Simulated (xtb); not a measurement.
C$_{2}$H$_{6}$OZn (SMILES C[CH2][Zn][OH]), singlet, geometry from GFN2-xTB (such geometries of metal compounds can be far from the true shape); GFN2-xTB with ALPB(water) (xtb).

The xtb input:
```
$ xtb mol.xyz --gfn 2 --chrg 0 --uhf 0 --alpb water --json

# file mol.xyz
10

Zn     0.51336456     0.04268395     0.35947764
C     -0.18985124    -1.05497978    -1.17737509
C     -1.57289452    -0.53229609    -1.54371968
H     -0.25714403    -2.10520493    -0.90394124
H      0.46664509    -0.98835194    -2.04136197
H     -1.53274000     0.50864029    -1.85911762
H     -2.26093044    -0.60806788    -0.70373102
H     -1.98257239    -1.11857733    -2.36859514
O      0.03734617     1.34267470     1.41084832
H      0.44351018     1.81330083     2.13219997
```

Output, abridged:

```
   ID    Z sym.   atoms
    1   30 Zn     1
    2    6 C      2, 3
    3    1 H      4-8, 10
    4    8 O      9

           -------------------------------------------------
          |                Calculation Setup                |
           -------------------------------------------------

           -------------------------------------------------
          |                 G F N 2 - x T B                 |
           -------------------------------------------------

      * Solvation model:               ALPB
        Solvent                        water
        Parameter file                 internal GFN2-xTB/ALPB
        Dielectric constant                8.0200E+01
        Reference state                gsolv [1 M gas/solution]
        Free energy shift                  1.0808E-03 Eh       6.7819E-01 kcal/mol
        Temperature                        2.9815E+02 K
        Density                            1.0000E+00 kg/L
        Solvent mass                       1.8000E+01 g/mol
        Interaction kernel             P16
        Born radius scaling (c1)           1.4744E+00
        Born radii integrator          GBOBC
        Born offset                        0.0000E+00 a0       0.0000E+00 AA
        H-bond correction              true
        Ion screening                  false
        Surface tension                    1.0000E-05 Eh       1.5569E+01 dyn/cm
        Grid points                               230 per atom

          ...................................................
          :                      SETUP                      :
          :.................................................:
          :  # basis functions                  22          :
          :  # atomic orbitals                  22          :
          :  # shells                           14          :
          :  # electrons                        22          :
          :  max. iterations                   250          :
          :  Hamiltonian                  GFN2-xTB          :
          :  restarted?                      false          :
          :  GBSA solvation                   true          :
          :  PC potential                    false          :
          :  electronic temp.          300.0000000     K    :
          :  accuracy                    1.0000000          :
          :  -> integral cutoff          0.2500000E+02      :
          :  -> integral neglect         0.1000000E-07      :
          :  -> SCF convergence          0.1000000E-05 Eh   :
          :  -> wf. convergence          0.1000000E-03 e    :
          :  Broyden damping             0.4000000          :
          :  net charge                          0          :
          :  unpaired electrons                  0          :
          ...................................................

 iter      E             dE          RMSdq      gap      omega  full diag
   1    -11.9386675 -0.119387E+02  0.646E+00    4.30       0.0  T
   2    -11.9367863  0.188116E-02  0.426E+00    4.95       1.0  T
   3    -12.0261717 -0.893853E-01  0.253E+00    3.99       1.0  T
   4    -12.0636742 -0.375026E-01  0.666E-01    4.11       1.0  T
   5    -12.0650125 -0.133823E-02  0.142E-01    4.15       1.0  T
   6    -12.0650976 -0.851654E-04  0.696E-02    4.11       1.0  T
   7    -12.0651007 -0.311350E-05  0.244E-02    4.12       1.3  T
   8    -12.0651022 -0.143336E-05  0.681E-03    4.12       4.6  T
   9    -12.0651022 -0.382139E-07  0.114E-03    4.12      27.6  T
  10    -12.0651022  0.281418E-09  0.641E-04    4.12      49.3  T
  11    -12.0651022 -0.378025E-08  0.136E-04    4.12     231.7  T

   *** convergence criteria satisfied after 11 iterations ***

         :::::::::::::::::::::::::::::::::::::::::::::::::::::
         ::                     SUMMARY                     ::
         :::::::::::::::::::::::::::::::::::::::::::::::::::::
         :: total energy             -11.941432549917 Eh    ::
         :: total w/o Gsasa/hb       -11.931702518661 Eh    ::
         :: gradient norm              0.007121529518 Eh/a0 ::
         :: HOMO-LUMO gap              4.118170960233 eV    ::
         ::.................................................::
         :: SCC energy               -12.065099094415 Eh    ::
         :: -> isotropic ES            0.103541352949 Eh    ::
         :: -> anisotropic ES         -0.001677365897 Eh    ::
         :: -> anisotropic XC          0.004309054937 Eh    ::
         :: -> dispersion             -0.004055377075 Eh    ::
         :: -> Gsolv                  -0.019303323425 Eh    ::
         ::    -> Gelec               -0.009573292168 Eh    ::
         ::    -> Gsasa               -0.002591167048 Eh    ::
         ::    -> Ghb                 -0.008219623907 Eh    ::
         ::    -> Gshift               0.001080759698 Eh    ::
         :: repulsion energy           0.123666544497 Eh    ::
         :: add. restraining           0.000000000000 Eh    ::
         :: total charge              -0.000000000000 e     ::
         :::::::::::::::::::::::::::::::::::::::::::::::::::::

           -------------------------------------------------
          |                Property Printout                |
           -------------------------------------------------

    * Orbital Energies and Occupations

         #    Occupation            Energy/Eh            Energy/eV
      -------------------------------------------------------------
         1        2.0000           -0.6503634             -17.6973
         2        2.0000           -0.6088025             -16.5664
         3        2.0000           -0.5630412             -15.3211
         4        2.0000           -0.5311907             -14.4544
         5        2.0000           -0.4991631             -13.5829
         6        2.0000           -0.4841117             -13.1734
         7        2.0000           -0.4652176             -12.6592
         8        2.0000           -0.4444213             -12.0933
         9        2.0000           -0.4372589             -11.8984
        10        2.0000           -0.4178140             -11.3693
        11        2.0000           -0.3880252             -10.5587 (HOMO)
        12                         -0.2366852              -6.4405 (LUMO)
        13                         -0.0535975              -1.4585
        14                          0.0166607               0.4534
        15                          0.1328305               3.6145
        16                          0.1559160               4.2427
        17                          0.1745662               4.7502
        18                          0.1985177               5.4019
        19                          0.2270155               6.1774
        20                          0.2784028               7.5757
        21                          0.2806497               7.6369
        22                          0.6418923              17.4668
      -------------------------------------------------------------
                  HL-Gap            0.1513400 Eh            4.1182 eV
             Fermi-level           -0.3123552 Eh           -8.4996 eV

     #   Z          covCN         q      C6AA      α(0)
     1  30 Zn       1.594     0.294   121.638    21.544
     2   6 C        3.654    -0.126    23.253     6.923
     3   6 C        3.776    -0.115    22.722     6.791
     4   1 H        0.925     0.075     2.034     2.230
     5   1 H        0.925     0.075     2.030     2.228
     6   1 H        0.925     0.050     2.324     2.384
     7   1 H        0.925     0.050     2.325     2.384
     8   1 H        0.924     0.066     2.132     2.283
     9   8 O        1.543    -0.719    28.296     7.176
    10   1 H        0.806     0.351     0.585     1.202

 Mol. C6AA /au·bohr⁶  :       1138.710942
 Mol. C8AA /au·bohr⁸  :      39617.104411
 Mol. α(0) /au        :         55.147122

Wiberg/Mayer (AO) data.
largest (>0.10) Wiberg bond orders for each atom

 ---------------------------------------------------------------------------
     #   Z sym  total        # sym  WBO       # sym  WBO       # sym  WBO
 ---------------------------------------------------------------------------
     1  30 Zn   1.803 --     9 O    0.846     2 C    0.829
     2   6 C    3.993 --     3 C    1.027     5 H    0.965     4 H    0.964
                             1 Zn   0.829     9 O    0.198
     3   6 C    3.995 --     2 C    1.027     6 H    0.978     7 H    0.977
                             8 H    0.969
     4   1 H    0.994 --     2 C    0.964
     5   1 H    0.994 --     2 C    0.965
     6   1 H    0.998 --     3 C    0.978
     7   1 H    0.998 --     3 C    0.977
     8   1 H    0.995 --     3 C    0.969
     9   8 O    1.916 --    10 H    0.856     1 Zn   0.846     2 C    0.198
    10   1 H    0.877 --     9 O    0.856
 ---------------------------------------------------------------------------

Topologies differ in total number of bonds
Writing topology from bond orders to xtbtopo.mol

molecular dipole:
                 x           y           z       tot (Debye)
 q only:        0.342      -0.818      -0.641
   full:        0.517      -0.683      -0.399       2.401
molecular quadrupole (traceless):
                xx          xy          yy          xz          yz          zz
 q only:        0.211       1.675      -1.419       2.770       1.021       1.208
  q+dip:       -0.322       2.530      -1.501       3.103       1.167       1.823
   full:        0.308       2.631      -1.915       3.404       0.449       1.607

           -------------------------------------------------
          | TOTAL ENERGY              -11.941432549917 Eh   |
          | GRADIENT NORM               0.007121529518 Eh/α |
          | HOMO-LUMO GAP               4.118170960233 eV   |
           -------------------------------------------------

normal termination of xtb
```
